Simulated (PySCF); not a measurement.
CuI, SMILES [I][Cu], multiplicity 1.

The structure is a stationary point at PBE0-D3(BJ)/def2-TZVP. The spin state was assumed, not searched. The def2 effective core potentials stand for the cores of I; spin–orbit coupling is left out.

These are PySCF 2.14.0 with PBE0-D3(BJ)/def2-TZVP values and carry that method's errors.

Frequencies are harmonic and unscaled.

```
mode  ν (cm⁻¹)  IR (km/mol)  moving atoms (share of kinetic energy)
----  --------  -----------  --------------------------------------
1          254          7.3                         Cu 67 %, I 33 %
```
